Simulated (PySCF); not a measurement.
**Potential energy of HgB⁺ along the bond**

Set-up: PySCF, scalar-relativistic core potentials, basis sets Hg cc-pVDZ-PP with ECP60, B cc-pVDZ. Energies in eV from Hg + B⁺ in their ground configurations at the same level. State: ¹Σ⁺ (singlet), closed shell.

| R (Å) | PBE0 |
| --- | --- |
| 2.042 | -1.314 |
| 2.137 | -1.493 |
| 2.232 | -1.590 |
| 2.303 | -1.624 |
| 2.374 | -1.633 |
| 2.445 | -1.625 |
| 2.540 | -1.591 |
| 2.659 | -1.526 |
| 2.801 | -1.427 |
| 2.991 | -1.279 |

Question: Put a parabola through the three lowest points of the PBE0 curve and estimate Re, k and ωe (reduced mass 10.44 u; 1 eV/Å² = 0.16022 mdyn/Å; ωe = 1302.8·√(k/μ) cm⁻¹).

Answer: Through R = 2.303, 2.374, 2.445 Å the second-order coefficient is 1.69 eV/Å², so Re ≈ 2.376 Å, k ≈ 0.540 mdyn/Å and ωe ≈ 296 cm⁻¹. A polynomial fit of higher order to the unrounded PBE0 energies gives Re = 2.372 Å, k = 0.586 mdyn/Å, ωe = 309 cm⁻¹; anharmonicity and rounding make the difference.

The higher-order fit for each curve: PBE0: Re = 2.372 Å, ωe = 309 cm⁻¹, De = 1.63 eV.

Spin–orbit coupling is left out. For an ion De counts to the pair picked by the measured ionisation energies or electron affinities, which need not be the lowest pair at this level.
